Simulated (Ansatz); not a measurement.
`N[SiH2]OC[SiH3]` and `[SiH3]C[O][AlH][SiH3]` differ in one atom or group.

Ansatz, PBE0-D4/def2-TZVP geometries, multiplicity 1. Each molecule was computed in one conformer, which needn't be the lowest.

| property | `N[SiH2]OC[SiH3]` |
| --- | --- |
| LUMO energy (PBE0/def2-TZVPP) / eV | 0.55 |
| size of the dipole moment (B3LYP/def2-TZVPP) / D | 0.57 |
| LUMO energy (ωB97M-V/def2-TZVPP) / eV | 2.06 |
| HOMO energy (PBE0/def2-TZVPP) / eV | -7.84 |
| HOMO–LUMO gap (ωB97M-V/def2-TZVPP) / eV | 12.28 |
| size of the dipole moment (ωB97M-V/def2-TZVPP) / D | 0.55 |

(1) Give the same properties after the change, and the shifts. (Best estimate.)

Answers

(1) The calculation gave: 
```
                                          property  `[SiH3]C[O][AlH][SiH3]`  shift
                LUMO energy (PBE0/def2-TZVPP) / eV                    -1.52  -2.07
  size of the dipole moment (B3LYP/def2-TZVPP) / D                     0.78   0.21
             LUMO energy (ωB97M-V/def2-TZVPP) / eV                     0.14  -1.92
                HOMO energy (PBE0/def2-TZVPP) / eV                    -7.51   0.33
           HOMO–LUMO gap (ωB97M-V/def2-TZVPP) / eV                     9.68  -2.60
size of the dipole moment (ωB97M-V/def2-TZVPP) / D                     0.78   0.23
```

With PBE0 the HOMO rises by 0.33 eV and the LUMO falls by 2.07 eV, so the gap narrows by about 2.40 eV. PBE moves the HOMO by 0.06 eV and ωB97M-V by 0.69 eV. Dipoles are sizes alone; their direction can turn.

B3LYP here is the variant with VWN-RPA as its local correlation; programs differ in this.
